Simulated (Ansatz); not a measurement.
One geometry of C2H7AlOSi (`[OH][Al]1[CH2][CH]1[SiH3]`), several functionals.

```yaml
crystal:
  periodic: [false, false, false]
  atoms:
    - {symbol: O, position_ang: [-0.441478, 2.587648, 0.801492]}
    - {symbol: Al, position_ang: [0.029859, 0.987130, 0.541695]}
    - {symbol: C, position_ang: [0.863501, -0.597737, 1.197375]}
    - {symbol: C, position_ang: [-0.413860, -0.905482, 0.340770]}
    - {symbol: Si, position_ang: [-0.136116, -0.651733, -1.424650]}
    - {symbol: H, position_ang: [-1.261324, 2.972876, 0.499850]}
    - {symbol: H, position_ang: [1.804936, -1.055522, 0.897122]}
    - {symbol: H, position_ang: [0.685768, -0.771857, 2.259230]}
    - {symbol: H, position_ang: [-1.151793, -1.616334, 0.697331]}
    - {symbol: H, position_ang: [0.512231, 0.795843, -1.286841]}
    - {symbol: H, position_ang: [0.934845, -1.314432, -2.227477]}
    - {symbol: H, position_ang: [-1.349769, -0.485499, -2.261897]}
basis:
  gaussian: {orbitals: def2-TZVPP}
hamiltonian: {xc: {name: wB97M-V}}
output: {forces: true, orbitals: {seedname: orbitals}}
```

```sh
$ ansatz run in.yaml --threads 4 --pin off --events-out ev --progress --plain --max-ram 10444MiB
```

Output, abridged:

```
Functional definition: wB97M-V
  name "wB97M-V"
  cite "Mardirossian & Head-Gordon, J. Chem. Phys. 144, 214110 (2016) doi:10.1063/1.4952647"
  cite "Becke, J. Chem. Phys. 107, 8554 (1997) doi:10.1063/1.475007"
  cite "Vydrov & Van Voorhis, J. Chem. Phys. 133, 244103 (2010) doi:10.1063/1.3521275"
  # Of w^i u^j: cxij and so on, Table III.
  parameter omega = 0.3/bohr
  parameter cx = 0.15
  parameter cx01 = 1.007
  parameter cx10 = 0.259
  parameter css00 = 0.443
  parameter css04 = -1.437
  parameter css10 = -4.535
  parameter css20 = -3.390
  parameter css43 = 4.278
  parameter cos00 = 1.000
  parameter cos10 = 1.358
  parameter cos20 = 2.924
  parameter cos21 = -8.812
  parameter cos60 = -1.390
  parameter cos61 = 9.142
  parameter b = 6.0
  parameter c = 0.01
  gx(w, u) = 1 - cx + cx01*u + cx10*w
  gss(w, u) = css00 + css04*u^4 + css10*w + css20*w^2 + css43*w^4*u^3
  gos(w, u) = cos00 + cos10*w + (cos20 + cos21*u)*w^2 + (cos60 + cos61*u)*w^6
  exchange = spin_sum(e_x_unif_sr(omega)*gx(b97_w, b97_u_x)) + cx*exact_x_sr(omega) + exact_x_lr(omega)
  correlation = spin_sum(e_c_pw_mod_same_spin*gss(b97_w, b97_u_same))
      + integral(e_c_pw_mod_opposite_spin*gos(b97_w_opposite, b97_u_opposite)) + vv10(b, c)
1487 factors; their error is unknown
367 factors; integrals over basis functions are off by at most 9.5e-6 eV
mean field evaluation 1: about -18698.2906 eV, gradient 7.2e1 eV
mean field evaluation 2: about -18696.3604 eV, gradient 7.9e1 eV
mean field evaluation 4: about -18709.0393 eV, gradient 2.8e0 eV
mean field evaluation 8: about -18709.0673 eV, gradient 6.2e-2 eV
mean field evaluation 16: about -18709.0698 eV, gradient 1.4e-4 eV
mean field -18709.06976216 eV, -687.5456322963 hartree, gradient 4.5e-5 eV, S^2 0.000000; 0 other end points of the search recorded, 0 dependent functions left out
the calculation of the forces begins
reference -18709.06982226 eV, -687.5456345049 hartree; 27, 27 occupied and 248, 248 virtual orbitals, 1487 factors
Total energy: -18709.06982226 eV, -687.5456345049 hartree
Atom 0 at    -0.441478     2.587648     0.801492 Å, force    -0.071006     0.065500    -0.021721 eV/Å
Atom 1 at     0.029859     0.987130     0.541695 Å, force     0.070064    -0.100620     0.125053 eV/Å
Atom 2 at     0.863501    -0.597737     1.197375 Å, force     0.184864     0.068791     0.133317 eV/Å
Atom 3 at    -0.413860    -0.905482     0.340770 Å, force    -0.197389    -0.045017    -0.164536 eV/Å
Atom 4 at    -0.136116    -0.651733    -1.424650 Å, force     0.048692    -0.043368    -0.167938 eV/Å
Atom 5 at    -1.261324     2.972876     0.499850 Å, force     0.029189     0.018164     0.023092 eV/Å
Atom 6 at     1.804936    -1.055522     0.897122 Å, force    -0.084966     0.023065     0.018315 eV/Å
Atom 7 at     0.685768    -0.771857     2.259230 Å, force     0.016630     0.002769    -0.090023 eV/Å
Atom 8 at    -1.151793    -1.616334     0.697331 Å, force     0.065904     0.057396    -0.032919 eV/Å
Atom 9 at     0.512231     0.795843    -1.286841 Å, force    -0.064877    -0.097739    -0.022472 eV/Å
Atom 10 at     0.934845    -1.314432    -2.227477 Å, force    -0.140827     0.067924     0.105697 eV/Å
Atom 11 at    -1.349769    -0.485499    -2.261897 Å, force     0.143722    -0.016865     0.094135 eV/Å
Dipole moment:    -0.276185     0.048351    -0.215619 e Å
```

Run time 7.5 s (4 threads of an INTEL XEON PLATINUM 8581C on a shared host); peak host memory 1.1 GiB.

The same input with `hamiltonian: {xc: pbe, dispersion: d4}` (abridged; 1.8 s):

```
Functional definition: PBE
mean field evaluation 16: about -18698.8684 eV, gradient 8.3e-3 eV
mean field -18698.86840691 eV, -687.1707394057 hartree, gradient 2.5e-5 eV, S^2 0.000000
Total energy: -18699.14014564 eV, -687.1807256200 hartree
Atom 0 force     0.272802     0.237862     0.232569 eV/Å
Atom 1 force     0.076510    -0.068668    -0.123833 eV/Å
Atom 2 force     0.044328    -0.051992     0.058591 eV/Å
Atom 3 force    -0.056863    -0.059747     0.062801 eV/Å
Atom 4 force    -0.050625    -0.034387    -0.126173 eV/Å
Atom 5 force    -0.401977     0.191197    -0.141129 eV/Å
Atom 6 force     0.206549    -0.067256    -0.051687 eV/Å
Atom 7 force    -0.018492    -0.030557     0.213923 eV/Å
Atom 8 force    -0.151533    -0.151447     0.073623 eV/Å
Atom 9 force     0.076743     0.088517    -0.011088 eV/Å
Atom 10 force     0.136607    -0.067312    -0.099169 eV/Å
Atom 11 force    -0.134049     0.013789    -0.088429 eV/Å
Dipole moment:    -0.260553     0.034506    -0.164963 e Å
```

With the line `hamiltonian: {xc: r2scan, dispersion: d4}` (abridged; 2.8 s):

```
Functional definition: r2SCAN
mean field evaluation 16: about -18708.2219 eV, gradient 8.6e-3 eV
mean field -18708.22185113 eV, -687.5144721407 hartree, gradient 7.8e-5 eV, S^2 0.000000
Total energy: -18708.28762433 eV, -687.5168892613 hartree
Atom 0 force    -0.010692     0.039715     0.023080 eV/Å
Atom 1 force     0.026655    -0.031960    -0.070000 eV/Å
Atom 2 force     0.136641     0.025705     0.138749 eV/Å
Atom 3 force    -0.127376    -0.011799    -0.076933 eV/Å
Atom 4 force    -0.043101    -0.006247    -0.071868 eV/Å
Atom 5 force    -0.023110     0.030247     0.003421 eV/Å
Atom 6 force    -0.002751    -0.006265     0.008379 eV/Å
Atom 7 force     0.010962    -0.021856    -0.005979 eV/Å
Atom 8 force     0.007109    -0.003384     0.010762 eV/Å
Atom 9 force     0.005452    -0.013600     0.028760 eV/Å
Atom 10 force     0.002252     0.010781     0.003514 eV/Å
Atom 11 force     0.017958    -0.011337     0.008115 eV/Å
Dipole moment:    -0.267127     0.045249    -0.182631 e Å
```
